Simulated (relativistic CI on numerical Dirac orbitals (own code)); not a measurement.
# Energy levels of Os II

These numbers are calculated, not measured: Dirac-Coulomb-Breit CI, KLI orbitals optimised for each configuration, QED by a radiative potential, valence Slater integrals scaled by 0.85, configuration energies shifted to the measured levels that pair with them (semi-empirical) (own radial code, finite nucleus).

Configuration list (outside the closed core [Xe] 4f14): 5d6 6s, 5d5 6s2, 5d5 6s 6p, 5d6 6p, 5d7, 5d6 6d, 5d4 6s 6p2, 5d4 6s2 6p, 5d6 7s, 5d5 6p2, 5d6 7p, 5d5 6s 7p, 5d6 8s, 5d6 5f, 5d5 6s 7s, 5d6 7d, 5d6 8p, 5d5 6s 8s, 5d6 6f, 5d5 6s 5f, 5d6 5g, 5d5 6s 6d, 5d6 8d, 5d4 6s2 6d, 5d5 6s 7d, 5d5 6s 8p, 5d6 7f, 5d5 6s 6f, 5d4 6s2 7s. Levels of other configurations are missing.

| No. | Configuration | Term | J | E (cm⁻¹) | % | Next component (%) | Lifetime (s) |
| --- | --- | --- | --- | --- | --- | --- | --- |
| 1 | 5d6(5D) 6s | 6D | 9/2 | 0.0 | 87 | 9 4F |  |
| 2 | 5d6(5D) 6s | 6D | 7/2 | 3225.4 | 91 | 4 4F | 8.29e-01 |
| 3 | 5d6(5D) 6s | 6D | 5/2 | 3838.6 | 69 | 17 4P | 8.99e+01 |
| 4 | 5d6(5D) 6s | 6D | 3/2 | 5192.3 | 77 | 12 4P | 5.56e+00 |
| 5 | 5d6(5D) 6s | 6D | 1/2 | 6056.4 | 83 | 11 4P | 1.48e+01 |
| 6 | 5d7‡ | 4F | 9/2 | 6731.5 | 78 | 8 2G |  |
| 7 | 5d5 6s2‡ | 6S | 5/2 | 8339.8 | 22 | 18 5d6 6s 6D |  |
| 8 | 5d7‡ | 4F | 7/2 | 10519.0 | 73 | 13 5d6 6s 4F | 3.73e-01 |
| 9 | 5d7‡ | 4F | 3/2 | 10684.5 | 27 | 19 2D |  |
| 10 | 5d7‡ | 4F | 5/2 | 11611.6 | 47 | 21 5d5 6s2 6S |  |
| 11 | 5d7‡ | 4P | 3/2 | 12584.9 | 35 | 17 5d6 6s 4P |  |
| 12 | 5d5 6s2‡ | 6S | 5/2 | 12973.7 | 44 | 17 5d6 6s 4P |  |
| 13 | 5d6(5D) 6s | 4D | 7/2 | 13775.3 | 52 | 14 2F |  |
| 14 | 5d7‡ | 4P | 1/2 | 14882.1 | 48 | 25 5d6 6s 4P |  |
| 15 | 5d6(3G) 6s | 4G | 9/2 | 15992.5 | 23 | 18 4H | 1.72e-01 |
| 16 | 5d6(5D) 6s | 4D | 3/2 | 17113.9 | 27 | 23 5d7 4F |  |
| 17 | 5d6(3H) 6s | 4H | 7/2 | 17612.2 | 29 | 22 4D | 3.63e-01 |
| 18 | 5d6(5D) 6s | 4D | 5/2 | 17978.1 | 63 | 11 5d7 4P | 3.80e-01 |
| 19 | 5d6(3H) 6s | 4H | 11/2 | 18014.6 | 50 | 44 4G | 2.03e+00 |
| 20 | 5d6(3H) 6s | 4H | 13/2 | 18666.7 | 91 | 8 2I | 1.14e+01 |
| 21 | 5d6(5D) 6s | 4D | 1/2 | 18899.9 | 57 | 17 2P |  |
| 22 | 5d7‡ | 2G | 9/2 | 19110.1 | 46 | 12 2H | 1.61e-01 |
| 23 | 5d7‡ | 2D | 5/2 | 19274.1 | 32 | 16 5d6 6s 2D | 8.92e-02 |
| 24 | 5d7‡ | 2G | 7/2 | 20059.7 | 19 | 18 5d6 6s 4G | 3.51e-01 |
| 25 | 5d6(3G) 6s | 4G | 5/2 | 21044.0 | 16 | 14 2F | 2.33e-01 |
| 26 | 5d6(5D) 6s | 4D | 3/2 | 21183.5 | 41 | 19 5d7 2D |  |
| 27 | 5d6(3H) 6s | 4H | 9/2 | 21743.8 | 37 | 24 4F |  |
| 28 | 5d7‡ | 2H | 11/2 | 21957.1 | 46 | 25 5d6 6s 2H |  |
| 29 | 5d6(3H) 6s | 4H | 7/2 | 23033.1 | 43 | 22 5d7 2G |  |
| 30 | 5d6(3G) 6s | 4G | 5/2 | 23280.9 | 30 | 25 2F |  |

Energies count from the lowest computed level; lifetimes are radiative, by E1, M1, E2 decay to levels of this space only; some are left blank where a channel outside the calculation adds to the decay or the decay crosses a small, uncertain gap. Percentages are summed over parent terms; the parents shown are those of the largest component, closed shells are left out there. ‡ marks configurations that were not tied to measured data.

The mean weight of the leading LS term, summed over parents, in these 30 levels is 50 %, and that of the leading jj configuration (from the same eigenvectors) 45 %.

Configurations whose levels could be paired with our table of measured levels were shifted onto them, all but the ground configuration, by the median error of their levels; single terms can still be off by 1,000 to 2,000 cm⁻¹ or more, and rates follow the energies as ν³ (E1, M1) or ν⁵ (E2). The others borrow a shift and can be off by several thousand cm⁻¹ or more. The fine structure of a lone outer electron comes out too small, for d and f at times inverted, and misplaced configurations move strength between like terms. 7 of the 19 excited levels that our extract of the measured tables holds in this range could be paired (the sources list more); they are missed by 1078 cm⁻¹ on average and 2566 at most, after the shifts were fitted to these levels, and levels without a partner can miss by more.

LS names give the leading component of a level, which can be under half, so a name can repeat, a term be missing and a line seem to break the LS rules.
